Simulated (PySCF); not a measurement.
Cl2HSi, SMILES Cl[SiH]Cl (connectivity only; charge and spin as stated), charge +1, multiplicity 1. Atoms are numbered in the order given.

```xyz
4

Cl     0.0000    -1.6983    -0.3244
Si     0.0000     0.0000     0.6377
Cl     0.0000     1.6983    -0.3244
H      0.0000     0.0000     2.1006
```
Charge +1, spin multiplicity 1.

Coordinates come from a TPSSh-D3(BJ)/def2-TZVP optimisation. The multiplicity is an assumed one; other spin states were not compared. The isomer is the one that the SMILES or the coordinates give; other isomers of the formula were not compared.

All values below come from PySCF with r2SCAN/def2-TZVPD.

Symmetry labels are those of the subgroup C2v that the program uses (full group C2v).

Question: List the valence orbital energies around the gap with their symmetry. (An estimate is asked for; the answer gives what the named calculation found.)

Answer: 
```
orbital  symmetry  energy (eV)
-------  --------  -----------
HOMO−7         B2       -28.41
HOMO−6         A1       -20.34
HOMO−5         B2       -17.49
HOMO−4         A1       -17.26
HOMO−3         B1       -16.03
HOMO−2         A2       -15.21
HOMO−1         A1       -15.14
HOMO           B2       -14.89
LUMO           B1        -9.54
LUMO+1         A1        -7.85
LUMO+2         B2        -5.65
LUMO+3         A1        -4.63
```
